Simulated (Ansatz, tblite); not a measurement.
Removing and adding an electron: Li₁₂F₁₂ (started as a model of: 2x3x4 LiF rock-salt block). The state is a singlet with charge 0. Geometry: r2SCAN-D4/def2-SVP. Ansatz, gas phase; energy differences of separate SCF runs; the oxidised species was run as a doublet alone; the reduced species was run as a doublet alone.

```xyz
24

Li    0.8288   -2.5563   -1.7929
F    -0.5062   -1.9748   -0.6867
Li   -1.6935   -1.1375    0.4578
F    -2.9139   -0.3094    1.6179
F     0.6104   -1.2952   -3.0250
Li   -0.6799   -0.5163   -1.9075
F    -1.9698    0.2492   -0.8259
Li   -3.0318    1.0214    0.4469
Li    1.5975    0.1649   -2.8022
F     0.3580    1.0844   -1.8212
Li   -0.8652    1.7948   -0.6298
F    -2.1102    2.5358    0.5625
F     2.1102   -2.5357   -0.5626
Li    0.8652   -1.7948    0.6299
F    -0.3580   -1.0844    1.8212
Li   -1.5975   -0.1649    2.8022
Li    3.0318   -1.0214   -0.4468
F     1.9697   -0.2492    0.8259
Li    0.6799    0.5163    1.9075
F    -0.6103    1.2952    3.0250
F     2.9139    0.3094   -1.6180
Li    1.6936    1.1375   -0.4578
F     0.5061    1.9748    0.6867
Li   -0.8290    2.5562    1.7930
```

The xTB rows come from tblite.

Task: Estimate orbital energies and vertical ionisation energies and electron affinities at: GFN1-xTB; GFN2-xTB; PBE-D4/def2-SVP; PBE0-D4/def2-SVP.

Result: 
| level | −HOMO (eV) | vertical IE (eV) | −LUMO (eV) | vertical EA (eV) | HOMO–LUMO gap (eV) | IE − EA (eV) | remarks |
| --- | --- | --- | --- | --- | --- | --- | --- |
| GFN1-xTB | 10.29 | 12.36 | 5.93 | 4.22 | 4.35 | 8.14 | – |
| GFN2-xTB | 10.74 | 12.90 | 3.25 | 1.30 | 7.49 | 11.59 | – |
| PBE-D4/def2-SVP | 7.39 | – | 0.73 | -0.23 | 6.65 | – | HOMO above zero (-1 doublet) |
| PBE0-D4/def2-SVP | 9.41 | 10.99 | 0.19 | -0.42 | 9.22 | 11.42 | HOMO above zero (-1 doublet) |

Run but left out: PBE-D4/def2-SVP (charge +1 doublet: an occupied level 0.05 eV above an empty one).   A HOMO above zero means that the electron is unbound at that level or that self-interaction error raises the level; the energy of removing that electron tells which. Raw xTB energy differences between charge states are shifted by several eV; the methods need an empirical correction for them. Sets without diffuse functions give affinities that are too small. A negative affinity means that the extra electron isn't bound; its size then hangs on the basis.
